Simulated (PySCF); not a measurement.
Estimate the missing entries of this data sheet.

Compound: C2H8OSi3.
SMILES: `[SiH3]C#C[SiH2]O[SiH3]`

Conformer (atom-mapped SMILES and torsion angles): `[SiH3:1][C:2]#[C:3][SiH2:4][O:5][SiH3:6]`: C3–Si4–O5–Si6 -25°.

```json
{"property": "rotational constants A, B, C of the GFN2-xTB geometry", "level": "GFN2-xTB", "value": "3.433, 0.644, 0.553 GHz"}
{"property": "dipole moment", "level": "CAM-B3LYP/def2-SVPD", "value": "0.57 D"}
{"property": "HOMO energy", "level": "CAM-B3LYP/def2-SVPD", "value": "?"}
{"property": "LUMO energy", "level": "CAM-B3LYP/def2-SVPD", "value": "0.18 eV"}
{"property": "lowest singlet excitation", "level": "TDDFT CAM-B3LYP/def2-SVPD", "value": "?"}
{"property": "lowest triplet excitation (Tamm–Dancoff)", "level": "TDA CAM-B3LYP/def2-SVPD", "value": "4.68 eV"}
{"property": "static isotropic polarisability", "level": "CAM-B3LYP/def2-SVPD", "value": "104.0 au"}
{"property": "electronic spatial extent ⟨r²⟩ about the centre of nuclear charge", "level": "CAM-B3LYP/def2-SVPD", "value": "1974 bohr²"}
{"property": "13C chemical shifts (computed TMS as zero) by class", "level": "GIAO PBE0/pcSseg-1", "value": "119.8 (1 C), 111.7 (1 C) ppm"}
{"property": "1H chemical shifts (computed TMS as zero) by class", "level": "GIAO PBE0/pcSseg-1", "value": "?"}
{"property": "isotropic shieldings of nuclei other than C and H, by class", "level": "GIAO PBE0/pcSseg-1", "value": "327 (1 O), 393 (1 Si), 406 (1 Si), 448 (1 Si) ppm"}
```

The electronic properties come from PySCF, for the isolated species, density fitting.

What is the lowest singlet excitation?

5.55 eV (223 nm, f = 0.000).

What are the 1H chemical shifts (computed TMS as zero) by class?

5.18 (3 H), 5.17 (2 H), 4.27 (3 H) ppm.

Give the HOMO energy.

-9.48 eV.

In wavenumbers S1 is 44800 cm⁻¹ (1 eV = 8065.54 cm⁻¹). The rotational constants make it an asymmetric top with κ = (2B − A − C)/(A − C) = -0.94, nearer the prolate limit (−1). The polarisability is 15.40 Å³ as a volume (1 au = 0.148185 Å³), or 1.49 au for each of the 70 electrons. No computed singlet falls in the visible range (750 to 380 nm, 1.65 to 3.26 eV); S1 lies 2.29 eV above its blue end. With B = h/(8π²I), that is 505.379 GHz u Å² over I, the principal moments of inertia are 147.2, 784.5 and 913.6 u Å² (most abundant isotopes). In atomic units the dipole is 0.23 e·bohr (1 au = 2.5417 D).

For the NMR shielding job (PBE0/pcSseg-1), on one thread of an Arm Neoverse V1, no GPU, on a shared host, this took 20 s wall.

One conformer stands for the species.
